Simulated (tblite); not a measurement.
Species: C₆H₆F₂.
SMILES: `FC1(F)C=CC=C1C`

Level: GFN2-xTB in tblite, geometry and Hessian alike; calculated harmonic values, unscaled, isolated species. Against measured fundamentals such values can be off by several per cent, at times by over 20.

Harmonic wavenumbers (cm⁻¹): 109.6, 131.7, 183.7, 228.3, 291.1, 392.4, 479.1, 538.1, 568.8, 593.4, 702.4, 771.4, 775.4, 844.6, 881.3, 980.5, 1012.3, 1024.6, 1028.7, 1034.4, 1098.2, 1162.7, 1211.3, 1253.6, 1295.4, 1391.9, 1451.5, 1460.8, 1614.6, 1689.0, 2996.3, 3013.1, 3053.2, 3138.1, 3146.3, 3174.0.

A = 2606, B = 2453, C = 1641 MHz; mass 116.044 u (most abundant isotopes); point group Cs, symmetry number 1.

Question: What is the zero-point energy?

Answer: ½Σν̃ = 22361 cm⁻¹ = 63.93 kcal/mol.

Question: What is S at 400 K and 1 bar for an ideal gas of classical rigid rotors and harmonic oscillators?

Answer: Translation 41.65, rotation 28.69, vibration 24.44: S = 94.8 cal/(mol K).

Question: And Cp and H(400 K) − H(0)?

Answer: Cp = 37.70 cal/(mol K), of which vibrations give 29.75 (their classical limit is 36 R = 71.5); H(400 K) − H(0) = 8.78 kcal/mol without the zero-point energy, 5.60 from vibrations.

Question: Which modes carry the vibrational entropy at 400 K?

Answer: 109.6 cm⁻¹: 3.85; 131.7 cm⁻¹: 3.49; 183.7 cm⁻¹: 2.85; 228.3 cm⁻¹: 2.43; 291.1 cm⁻¹: 1.98; 392.4 cm⁻¹: 1.46 cal/(mol K); the other 30 give 8.37 together.

Question: What must be added to the electronic energy to get the Gibbs energy at 400 K and 1 bar?

Answer: ZPE + [H(400 K) − H(0)] − T·S = 63.93 + 8.78 − 37.91 = 34.80 kcal/mol.

Question: How do the functions run with temperature in this model?

Answer: 
```csv
T (K),S (cal/(mol K)),Cp (cal/(mol K)),H − H(0) (kcal/mol),G − H(0) (kcal/mol),ln q(vib)
100,62.7,14.1,1.03,-5.24,0.53
200,74.7,21.6,2.81,-12.14,1.92
300,85.1,29.9,5.38,-20.14,3.53
500,103.9,44.1,12.88,-39.08,7.04
800,127.7,56.8,28.22,-73.95,12.34
1000,141.0,61.9,40.12,-100.84,15.68
```

q(vib) and H(0) count from the zero-point level.

Question: Blend soft modes into free rotors: weight 1/[1 + (100 cm⁻¹/ν̃)⁴] for the oscillator and the rest for a rotor with moment μB/(μ + B), μ = h/(8π²ν), B = 10⁻⁴⁴ kg m². What vibrational entropy results?

Answer: 23.94 cal/(mol K) in place of 24.44, which changes −T·S at 400 K by +0.20 kcal/mol.

Hindered rotation and anharmonicity are outside this model.

The run took 0.27 s on one thread of an Arm Neoverse V2, shared host with 96 logical CPUs at a one-minute load of 19. The figure is for the frequency step alone.
